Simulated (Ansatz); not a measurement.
Cost and result for the atomization energy of `[SiH3][Zn][GaH2]` (8 atoms, 7 bonds).

Total charge 0; spin multiplicity 1. For Zn the d shell is correlated and the shells below it are frozen. Correlated methods include outer-core shells of Ga, which these sets cover unevenly. Scalar relativity is left out up to krypton. All single points use the PBE0-D4/def2-TZVP geometry. Program: Ansatz. All runs use 4 threads of an Arm Neoverse V1 on a shared host. Times are those of one run each, without the atoms' runs, and a repeat can differ threefold. Electronic energies, without spin–orbit coupling; frozen cores. CCSD(T)/CBS adds CCSD(T) − MP2 in def2-TZVPP to the MP2 limit, and its time is that of the two runs behind it. T1 = 0.014. With those shells the extrapolation isn't a true limit. B3LYP takes the VWN-RPA correlation (the form of Gaussian; ORCA's B3LYP/G). HSE06 is the plane-wave form, built on full-range PBE exchange.

CCSD(T)/CBS is a level of theory with its own doubt, some kJ/mol a heavy atom from the limit and from the frozen cores, so smaller differences don't rank the functionals.

| level | functions | wall time |
| --- | --- | --- |
| PBE-D4/def2-TZVPP (with forces) | 224 | 2.5 s |
| BHLYP-D4/def2-TZVPP | 224 | 3.4 s |
| HSE06-D4/def2-TZVPP | 224 | 3.5 s |
| CCSD(T)/def2-SVP | 106 | 4.2 s |
| r2SCAN-D4/def2-TZVPP (with forces) | 224 | 4.9 s |
| B3LYP-D4/def2-TZVPP (with forces) | 224 | 4.9 s |
| r2SCANh-D4/def2-TZVPP | 224 | 5.5 s |
| B2PLYP/def2-TZVPP | 224 | 5.5 s |
| ωB97X-V/def2-TZVPP | 224 | 8.5 s |
| B97M-V/def2-TZVPP | 224 | 9 s |
| MP2/def2-QZVPP | 409 | 18 s |
| CCSD(T)/def2-TZVPP | 224 | 110 s |
| CCSD(T)/CBS(def2) | – | 2.1 min |

Question: What atomization energy does each give, and how far from CCSD(T)/CBS? (Estimate.)

Answer: The calculation gave: 
```json
{"level": "PBE-D4/def2-TZVPP (with forces)", "atomization (kJ/mol)": "1710.5", "difference from CCSD(T)/CBS": "-41.4", "per bond": "-5.9"}
{"level": "BHLYP-D4/def2-TZVPP", "atomization (kJ/mol)": "1725.3", "difference from CCSD(T)/CBS": "-26.6", "per bond": "-3.8"}
{"level": "HSE06-D4/def2-TZVPP", "atomization (kJ/mol)": "1722.7", "difference from CCSD(T)/CBS": "-29.2", "per bond": "-4.2"}
{"level": "CCSD(T)/def2-SVP", "atomization (kJ/mol)": "1645.2", "difference from CCSD(T)/CBS": "-106.7", "per bond": "-15.2"}
{"level": "r2SCAN-D4/def2-TZVPP (with forces)", "atomization (kJ/mol)": "1765.0", "difference from CCSD(T)/CBS": "13.1", "per bond": "1.9"}
{"level": "B3LYP-D4/def2-TZVPP (with forces)", "atomization (kJ/mol)": "1724.7", "difference from CCSD(T)/CBS": "-27.2", "per bond": "-3.9"}
{"level": "r2SCANh-D4/def2-TZVPP", "atomization (kJ/mol)": "1761.1", "difference from CCSD(T)/CBS": "9.2", "per bond": "1.3"}
{"level": "B2PLYP/def2-TZVPP", "atomization (kJ/mol)": "1708.2", "difference from CCSD(T)/CBS": "-43.7", "per bond": "-6.2"}
{"level": "ωB97X-V/def2-TZVPP", "atomization (kJ/mol)": "1778.9", "difference from CCSD(T)/CBS": "27.0", "per bond": "3.9"}
{"level": "B97M-V/def2-TZVPP", "atomization (kJ/mol)": "1765.0", "difference from CCSD(T)/CBS": "13.1", "per bond": "1.9"}
{"level": "MP2/def2-QZVPP", "atomization (kJ/mol)": "1712.5", "difference from CCSD(T)/CBS": "-39.4", "per bond": "-5.6"}
{"level": "CCSD(T)/def2-TZVPP", "atomization (kJ/mol)": "1716.0", "difference from CCSD(T)/CBS": "-35.9", "per bond": "-5.1"}
{"level": "CCSD(T)/CBS(def2)", "atomization (kJ/mol)": "1751.9", "difference from CCSD(T)/CBS": "0.0", "per bond": "0.0"}
```

At CCSD(T), def2-SVP lies −106.7 kJ/mol from the extrapolated value and def2-TZVPP −35.9 kJ/mol: correlation converges slowly with the basis, and small sets miss more of it in the bonded molecule than in its fragments. From r2SCAN to r2SCAN0 (25 % exact exchange), in def2-TZVPP and without D4, the atomization energy moves by −9.0 kJ/mol: exact exchange takes away binding that semilocal exchange gives to molecules. The D4 term adds +22.9 kJ/mol with B3LYP and +12.0 kJ/mol with PBE0; it sums over pairs of atoms, weighted by their polarisabilities, and B3LYP, whose exchange is more repulsive, gets the larger term.
